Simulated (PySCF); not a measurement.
## A series of derivatives of C1C[SiH2]C1

Parent skeleton `[CH2:1]1[CH2:2][SiH2:3][CH2:4]1`; one hydrogen on atom 1 is replaced by X. Hydrogens on one atom are averaged.

Theoretical values (PySCF): PBE0/pcSseg-1 with gauge-including orbitals, geometry: GFN2-xTB. One computed conformer, relativity neglected, no solvent model, rapidly exchanging positions averaged.

References, each an isolated molecule treated in the same way: TMS for ¹³C (σ = 186.93 ppm) and ²⁹Si (σ = 349.16 ppm) and ¹H (σ = 31.72 ppm).

Parent (X = H): C1 22.6, C2/C4 10.0, Si3 -30.8, H(C1) 2.39, H(C2)/H(C4) 1.55, H(Si3) 4.88 ppm. Effects are Δδ = δ(X) − δ(H), positive for deshielding.

(1) Give Δδ (ppm) for X = N-pyrrolyl, isopropenyl, vinyl, Ph, OiPr, propynyl, SCH3, CH=NMe, ethynyl.

(2) Which position responds most, and to which substituents?

Results:

(1) 
```
          X                 SMILES     C1  C2/C4    Si3  H(C1)  H(C2)/H(C4)  H(Si3)
 N-pyrrolyl   c1ccn(C2C[SiH2]C2)c1  +32.2  +13.7  -24.0  +2.12        +0.63   -0.27
isopropenyl      C=C(C)C1C[SiH2]C1  +17.8  +10.9   -7.1  +0.38        +0.19   +0.00
      vinyl         C=CC1C[SiH2]C1  +19.6   +6.8   -9.0  +0.63        +0.01   -0.08
         Ph  c1ccc(C2C[SiH2]C2)cc1  +20.2  +11.1   -8.0  +1.13        +0.31   +0.11
       OiPr      CC(C)OC1C[SiH2]C1  +56.0  +14.7  -30.5  +1.54        +0.28   -0.52
   propynyl        CC#CC1C[SiH2]C1   +2.6  +10.4  -12.6  +0.76        +0.23   -0.22
       SCH3          CSC1C[SiH2]C1  +23.5  +10.2  -15.8  +0.87        +0.19   -0.18
     CH=NMe      C/N=C/C1C[SiH2]C1  +16.5   +0.9  -13.5  +0.65        +0.17   -0.21
    ethynyl         C#CC1C[SiH2]C1   +1.8   +9.9  -11.2  +0.80        +0.30   -0.19
```

(2) C1: from +1.8 ppm with ethynyl to +56.0 ppm with OiPr.
